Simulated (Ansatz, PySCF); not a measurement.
Process, species as SMILES: COC(C)C + 4 [H][H] (H2) -> 4 C (CH4) + O (H2O)
Each molecule is optimised on its own at B3LYP-D3(BJ)/def2-TZVP (Ansatz, a first-principles code), one conformer each, not searched for the lowest.

Wanted: energy of full hydrogenation (enthalpy at 298 K, with B3LYP-D3(BJ) rigid-rotor harmonic-oscillator terms from PySCF), in kcal/mol. Valence correlation only, unless marked. No spin-orbit coupling. Non-relativistic. CBS marks a two-point X^-3 extrapolation of the correlation energy; Hartree-Fock from the larger set.

CCSD(T)/CBS(cc-pVTZ,cc-pVQZ) (Ansatz) gives -68.7 kcal/mol.

Problem. Another calculation gave -66.0 kcal/mol. Which level was it?
A) revPBE/def2-TZVPD (Ansatz)
B) wB97X-V/def2-TZVPD (Ansatz)
C) SVWN5/def2-TZVPD (Ansatz)
D) PBE/def2-TZVPD (Ansatz)

Solution. B, wB97X-V/def2-TZVPD (Ansatz). The others give -72.5 (revPBE), -69.2 (PBE), -61.5 (SVWN5) kcal/mol.
